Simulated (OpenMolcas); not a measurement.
# P IV: CASPT2 settings compared

```yaml
Program: OpenMolcas 26.06
Basis: ANO-RCC-VQZP [6s5p3d2f1g]
Scalar_Hamiltonian: X2C, point nucleus
Active_space: 2 electrons in 4 orbitals (3s 3p)
State_averaging: 2S+1 = 1 even, 7 roots; 2S+1 = 3 even, 3 roots kept (CI in the orbitals of an earlier block); 2S+1 = 1 odd, 3 roots; 2S+1 = 3 odd, 3 roots kept (CI in the orbitals of an earlier block)
Spin-orbit_coupling: state interaction with AMFI integrals over the reference wave functions, term energies averaged over their components
```

Methods on the same reference wave functions:
A. CASSCF
B. SS-CASPT2, IPEA 0.2 Eh, sigma1 regulariser 0.5 Eh (closed shells correlated: 2s 2p)
C. SS-CASPT2, IPEA 0.1 Eh, sigma1 regulariser 0.1 Eh (closed shells correlated: 2s 2p)
D. MS-CASPT2, IPEA 0.2 Eh, sigma1 regulariser 0.5 Eh (closed shells correlated: 2s 2p)
E. XMS-CASPT2, IPEA 0.4 Eh, sigma2 regulariser 0.3 Eh (closed shells correlated: 2s 2p)

Energies in cm⁻¹ above 3s² ¹S₀, the measured ground level; measured values from Martin, Zalubas and Musgrove, J. Phys. Chem. Ref. Data 14, 751 (1985).

```csv
Level,A,B,C,D,E,Measured
3s² ¹S₀,0.0,0.0,0.0,0.0,0.0,0.0
3s 3p ³P°₀,68679,67690,67570,67780,67830,67918
3s 3p ³P°₁,68850,67860,67740,67950,68010,68146
3s 3p ³P°₂,69196,68210,68080,68300,68350,68615
3s 3p ¹P°₁,117107,107380,107010,107470,107080,
3p² ³P₀,165509,165320,165210,165410,165620,164941
3p² ³P₁,165709,165520,165410,165610,165830,165185
3p² ³P₂,166089,165850,165890,165940,166230,165654
3p² ¹D₂,179100,167230,164940,167320,161580,158142
3p² ¹S₀,208300,195590,195190,195770,193790,194592
```

Deviations, from unrounded energies. A percentage is the sum of absolute deviations over the sum of measured energies, with the sign that they share, or ± where signs differ.

```
           Against measurement  Levels     A     B     C     D     E
mean absolute deviation (cm-1)       8  4800  1500  1200  1500   830
      other configurations (%)       8  +3.6  ±1.1  ±0.9  ±1.2  ±0.6
```

E lies closest to measurement on these levels and A furthest from it. The largest miss of E in the table is 3p² ¹D₂, by +3400 cm-1. The ranking rests on the paired levels alone, and a cruder setting can come out closer through cancelling errors.

Among B to E the level of the table that moves most is 3p² ¹D₂, by 5700 cm-1 (lowest in E, highest in D). Moves below CASPT2's spread within the term are not significant.

The mean deviations of B to E differ by less than CASPT2's widest spread within a term (1300 cm-1), so their order carries little weight.

The lowest spin-free term lies below A's lowest term by 0.047 hartree in B, 0.047 hartree in C, 0.047 hartree in D, 0.049 hartree in E.

CASPT2 does not keep the components of a term degenerate, so their means are used; among the terms shown or strongly mixed into the levels shown the widest spread is 1300 cm-1 (3p² ¹D, E). Over all roots computed the reference weight is 0.90 to 0.99 in C, 0.89 to 0.99 in E; the roots of lowest weight are the least certain, and an intruder state may touch them. Terms from blocks run as CI alone lack orbitals of their own. The ¹D term of p² mixes with s d, which this space lacks. Some levels mix across a computed gap that differs much from the measured one, so their mixing is not that of the real levels (holds for C). Computed and measured levels are paired by configuration, term and J; levels that our copy of the source lacks, or whose pairing is in doubt (as where it misses far off the trend of its configuration), stay unpaired and out of the deviations. Levels of configurations outside the active space are missing.

° marks odd parity.
